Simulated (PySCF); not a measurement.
Simulation results for CH₅AlNSi, C₂H₅FSi

Calculation on a computer-drawn molecule: the log of a Hartree-Fock and frozen-core CCSD(T) single point meant for a local Hartree-Fock minimum, with one planted fault or none, to be diagnosed. Offsets are logged minus clean, where the clean run is the same molecule without the fault. The reference is restricted for singlets and unrestricted otherwise, and also for a bond in bohr or an excited solution. Adding or removing an electron swaps singlet and doublet. The excited solution moves the top pair (singlet) or top alpha electron (doublet) to the lowest empty orbital. Highest occupied and lowest empty are orbital energies over both spins, largest force is the largest gradient component, triples share is (T) over the correlation energy, the T1 limit is 0.02 restricted and 0.045 unrestricted, electrons count all cores, a negative frequency is imaginary (commonest isotopes), and the dipole is about the centre of nuclear charge. Program: PySCF 2.14.0.

Common to all runs: meant charge 0; meant basis cc-pV(D+d)Z; logged SCF converged yes; logged spin squared 0; logged CC converged yes; logged SCF stable within its kind yes; possible faults no fault, one electron removed, one electron added, multiplicity raised by two, geometry at a saddle point, SCF held on an excited solution, minimal basis STO-3G, one bond length entered in bohr, all coordinates scaled.

(1) 
```xyz
9
formula=CH5AlNSi meant_multiplicity=2 logged_electrons=46 logged_basis_functions=99 logged_highest_occupied=-0.55555 logged_lowest_empty=6.6122 logged_largest_force=0.045754 logged_T1_diagnostic=0.016586 logged_D1_diagnostic=0.046638 logged_triples_share=0.03264 logged_dipole_magnitude=7.6543 logged_energy_HF=-626.05059 logged_energy_CCSD(T)=-626.58976 planted_fault=one_electron_added HF_energy_offset_from_clean_run=5.912 CCSD(T)_energy_offset_from_clean_run=-13.88
C     -3.4416    -0.5920     1.2769
Si    -2.0203    -1.0545     0.4948
N     -0.4509    -0.4252     0.7241
Al     1.1371    -0.8205    -0.0335
H     -4.3776    -1.0812     1.0309
H     -3.4984     0.1827     2.0331
H     -1.9893    -2.1123    -0.5268
H     -0.4195     0.3071     1.4192
H      2.3709     0.0340     0.4919
```

Units: logged_highest_occupied, logged_lowest_empty in eV; logged_largest_force in hartree/bohr; logged_dipole_magnitude in debye; logged_energy_HF, logged_energy_CCSD(T) in hartree; HF_energy_offset_from_clean_run, CCSD(T)_energy_offset_from_clean_run in kcal/mol.

Drawn bonds:
```tsv
atom	other atom	order
1	2	2
2	3	1
3	4	1
1	5	1
1	6	1
2	7	1
3	8	1
4	9	1
```

(2) 
```xyz
9
formula=C2H5FSi meant_multiplicity=1 logged_electrons=40 logged_basis_functions=29 logged_highest_occupied=-5.6193 logged_lowest_empty=7.9433 logged_largest_force=0.026959 logged_T1_diagnostic=0.014626 logged_D1_diagnostic=0.065293 logged_triples_share=0.021268 logged_dipole_magnitude=1.5569 logged_energy_HF=-461.29723 logged_energy_CCSD(T)=-461.52734 planted_fault=minimal_basis_STO-3G HF_energy_offset_from_clean_run=3603 CCSD(T)_energy_offset_from_clean_run=3847
C      0.5032     2.9357     1.8439
Si     1.7767     2.1175     1.1246
C      1.7752     0.9764    -0.3333
F      3.2838     2.2431     1.6712
H     -0.5017     2.8298     1.4508
H      0.6184     3.5849     2.7027
H      2.1440    -0.0108    -0.0459
H      2.4270     1.3619    -1.1205
H      0.7637     0.8748    -0.7293
```

Units: logged_highest_occupied, logged_lowest_empty in eV; logged_largest_force in hartree/bohr; logged_dipole_magnitude in debye; logged_energy_HF, logged_energy_CCSD(T) in hartree; HF_energy_offset_from_clean_run, CCSD(T)_energy_offset_from_clean_run in kcal/mol.

Drawn bonds:
```tsv
atom	other atom	order
1	2	2
2	3	1
2	4	1
1	5	1
1	6	1
3	7	1
3	8	1
3	9	1
```
